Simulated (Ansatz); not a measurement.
A short molecular-dynamics run on ReO2⁻.

```yaml
crystal:
  periodic: [false, false, false]
  atoms:
    - {symbol: Re, position_ang: [0.529475, -0.015062, 0.082526]}
    - {symbol: O, position_ang: [-0.193991, 1.527054, -0.217837]}
    - {symbol: O, position_ang: [-0.335483, -1.511992, 0.135311]}
basis:
  gaussian: {orbitals: def2-SVP}
total_charge: -1
hamiltonian: {xc: {name: revPBE}}
md: {timestep: 1 fs, n_steps: 15, ensemble: nve, temperature: 700, initial_velocities: maxwell_boltzmann, seed: 587}
scf: {omitted_lower_state_checks: [starts]}
```

```sh
$ ansatz run in.yaml --threads 4 --pin off --events-out ev --progress --plain --max-ram 3916MiB
```

```json
{"step": "0", "time (fs)": "0.0", "potential energy (eV)": "-6223.5602", "kinetic (eV)": "0.0905", "T (K)": "700", "conserved (eV)": "-6223.4698"}
{"step": "1", "time (fs)": "1.0", "potential energy (eV)": "-6223.5608", "kinetic (eV)": "0.0911", "T (K)": "705", "conserved (eV)": "-6223.4697"}
{"step": "2", "time (fs)": "2.0", "potential energy (eV)": "-6223.5559", "kinetic (eV)": "0.0862", "T (K)": "667", "conserved (eV)": "-6223.4697"}
{"step": "3", "time (fs)": "3.0", "potential energy (eV)": "-6223.5463", "kinetic (eV)": "0.0767", "T (K)": "593", "conserved (eV)": "-6223.4696"}
{"step": "4", "time (fs)": "4.0", "potential energy (eV)": "-6223.5333", "kinetic (eV)": "0.0638", "T (K)": "493", "conserved (eV)": "-6223.4695"}
{"step": "5", "time (fs)": "5.0", "potential energy (eV)": "-6223.5184", "kinetic (eV)": "0.0491", "T (K)": "379", "conserved (eV)": "-6223.4694"}
{"step": "6", "time (fs)": "6.0", "potential energy (eV)": "-6223.5035", "kinetic (eV)": "0.0342", "T (K)": "264", "conserved (eV)": "-6223.4693"}
{"step": "7", "time (fs)": "7.0", "potential energy (eV)": "-6223.4899", "kinetic (eV)": "0.0207", "T (K)": "160", "conserved (eV)": "-6223.4692"}
{"step": "8", "time (fs)": "8.0", "potential energy (eV)": "-6223.4791", "kinetic (eV)": "0.0100", "T (K)": "77", "conserved (eV)": "-6223.4691"}
{"step": "9", "time (fs)": "9.0", "potential energy (eV)": "-6223.4722", "kinetic (eV)": "0.0031", "T (K)": "24", "conserved (eV)": "-6223.4691"}
{"step": "10", "time (fs)": "10.0", "potential energy (eV)": "-6223.4697", "kinetic (eV)": "0.0006", "T (K)": "5", "conserved (eV)": "-6223.4691"}
{"step": "11", "time (fs)": "11.0", "potential energy (eV)": "-6223.4719", "kinetic (eV)": "0.0028", "T (K)": "22", "conserved (eV)": "-6223.4691"}
{"step": "12", "time (fs)": "12.0", "potential energy (eV)": "-6223.4786", "kinetic (eV)": "0.0094", "T (K)": "73", "conserved (eV)": "-6223.4691"}
{"step": "13", "time (fs)": "13.0", "potential energy (eV)": "-6223.4891", "kinetic (eV)": "0.0199", "T (K)": "154", "conserved (eV)": "-6223.4692"}
{"step": "14", "time (fs)": "14.0", "potential energy (eV)": "-6223.5023", "kinetic (eV)": "0.0331", "T (K)": "256", "conserved (eV)": "-6223.4693"}
{"step": "15", "time (fs)": "15.0", "potential energy (eV)": "-6223.5170", "kinetic (eV)": "0.0476", "T (K)": "369", "conserved (eV)": "-6223.4694"}
```

Velocities are drawn at the set temperature; a run this short doesn't reach equilibrium.

In the def2 sets Re takes a core potential; there is no spin–orbit coupling. The highest occupied level of an anion often lies above zero with these methods, and sets without diffuse functions describe the outer electron poorly. The restricted singlet is unstable towards broken spin symmetry at other levels; at RKS revPBE/def2-SVP this wasn't settled.

Frames (Å, forces in eV/Å):

```xyz
3
time=0.0 fs
Re    0.529   -0.015    0.083    0.357   -0.010    0.056
O    -0.194    1.527   -0.218   -0.169    0.197   -0.050
O    -0.335   -1.512    0.135   -0.187   -0.186   -0.006
3
time=1.0 fs
Re    0.530   -0.015    0.083   -0.014   -0.240    0.027
O    -0.195    1.531   -0.218   -0.061    0.013   -0.011
O    -0.340   -1.521    0.136    0.075    0.228   -0.017
3
time=2.0 fs
Re    0.530   -0.014    0.083   -0.365   -0.446   -0.001
O    -0.196    1.534   -0.219    0.045   -0.168    0.028
O    -0.344   -1.529    0.136    0.320    0.614   -0.027
3
time=3.0 fs
Re    0.531   -0.014    0.083   -0.687   -0.625   -0.028
O    -0.197    1.538   -0.220    0.145   -0.340    0.064
O    -0.348   -1.537    0.136    0.542    0.965   -0.036
3
time=4.0 fs
Re    0.531   -0.013    0.083   -0.974   -0.776   -0.053
O    -0.198    1.541   -0.220    0.236   -0.497    0.097
O    -0.352   -1.544    0.137    0.738    1.273   -0.045
3
time=5.0 fs
Re    0.532   -0.013    0.083   -1.220   -0.901   -0.075
O    -0.199    1.544   -0.221    0.316   -0.636    0.127
O    -0.355   -1.551    0.137    0.904    1.537   -0.052
3
time=6.0 fs
Re    0.532   -0.013    0.083   -1.424   -1.001   -0.094
O    -0.200    1.546   -0.221    0.383   -0.753    0.151
O    -0.358   -1.557    0.137    1.041    1.753   -0.058
3
time=7.0 fs
Re    0.532   -0.013    0.083   -1.581   -1.077   -0.108
O    -0.200    1.548   -0.221    0.435   -0.845    0.170
O    -0.360   -1.562    0.138    1.146    1.922   -0.062
3
time=8.0 fs
Re    0.532   -0.012    0.083   -1.693   -1.132   -0.118
O    -0.201    1.550   -0.222    0.472   -0.911    0.184
O    -0.362   -1.565    0.138    1.221    2.043   -0.066
3
time=9.0 fs
Re    0.532   -0.012    0.083   -1.757   -1.168   -0.124
O    -0.200    1.551   -0.222    0.492   -0.949    0.192
O    -0.363   -1.568    0.138    1.266    2.117   -0.068
3
time=10.0 fs
Re    0.532   -0.012    0.083   -1.775   -1.185   -0.124
O    -0.200    1.551   -0.222    0.495   -0.958    0.194
O    -0.363   -1.569    0.138    1.280    2.144   -0.069
3
time=11.0 fs
Re    0.532   -0.012    0.083   -1.746   -1.184   -0.120
O    -0.199    1.551   -0.222    0.482   -0.940    0.189
O    -0.362   -1.568    0.138    1.263    2.124   -0.069
3
time=12.0 fs
Re    0.532   -0.012    0.083   -1.669   -1.165   -0.111
O    -0.198    1.551   -0.221    0.453   -0.892    0.179
O    -0.360   -1.567    0.138    1.217    2.057   -0.068
3
time=13.0 fs
Re    0.532   -0.013    0.083   -1.547   -1.125   -0.097
O    -0.197    1.549   -0.221    0.407   -0.818    0.163
O    -0.358   -1.564    0.138    1.140    1.943   -0.066
3
time=14.0 fs
Re    0.531   -0.013    0.083   -1.379   -1.064   -0.079
O    -0.196    1.548   -0.221    0.346   -0.717    0.141
O    -0.355   -1.560    0.138    1.032    1.781   -0.062
3
time=15.0 fs
Re    0.531   -0.013    0.082   -1.166   -0.979   -0.057
O    -0.194    1.546   -0.220    0.271   -0.593    0.114
O    -0.352   -1.555    0.138    0.895    1.572   -0.057
```

Run time 6 s (4 threads of Arm Neoverse V2 on a shared host).
